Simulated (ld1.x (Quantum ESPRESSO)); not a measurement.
# Scattering properties, RRKJ potential for boron

ld1.x (Quantum ESPRESSO) 7.5 input, shortened:

```
&input
   title='B', zed=5., rel=1, dft='PBESOL', iswitch=3,
   config='[He] 2s1.5 2p1.5'
 /
 &inputp
   pseudotype=2, tm=.false., rho0=0.005, lloc=0,
   nlcc=.true., rcore=0.85
 /
2
2P  2  1   1.50   0.00  5.60  5.60  0.0
2S  1  0   1.50   0.00  1.34  1.34  0.0
 &test
   configts(1)='2s1.5 2p1.5'
 /
```

The phase is arctan(r·u′/u) with u = r·R(r), unwrapped; energies in Ry, scanned from -3 to 5 Ry. A pole is an energy at which the radial function vanishes at the test radius. The pseudo phase is shifted by a multiple of π to meet the all-electron one at the reference energy, and phase errors are pseudo minus all-electron; the curves can meet again beyond the range given. Levels narrower than the energy grid can be missing from the lists of poles.

Question: For each channel, where are the poles, and over which energies does the pseudopotential scatter like the atom?

Answer:

| channel | radius (bohr) | reference energy (Ry) | poles, all-electron | poles, pseudo | unbroken range about the reference energy with phases within 0.05 rad | phase error 1 Ry above the reference energy (rad) |
| --- | --- | --- | --- | --- | --- | --- |
| s | 6.03 | -0.71 | 0.44, 1.90, 4.01 | 0.44, 1.89, 3.97 | below 1.1 | -0.001 |
| p | 6.03 | -0.28 | -0.26, 0.61, 1.98, 3.95 | -0.26, 0.85, 2.34, 4.57 | below 0.0 | +0.114 |

Phases in the s channel:

```csv
E (Ry),all-electron,pseudo
-3.00,1.473,1.473
-2.52,1.464,1.464
-2.04,1.452,1.452
-1.56,1.433,1.433
-1.08,1.402,1.402
-0.60,1.353,1.353
-0.12,0.994,0.994
0.36,-1.513,-1.514
0.84,-1.849,-1.852
1.32,-4.462,-4.467
1.80,-4.692,-4.694
2.28,-4.793,-4.797
2.76,-5.220,-5.309
3.24,-7.699,-7.713
3.72,-7.820,-7.825
4.20,-7.873,-7.879
4.68,-7.937,-7.952
```
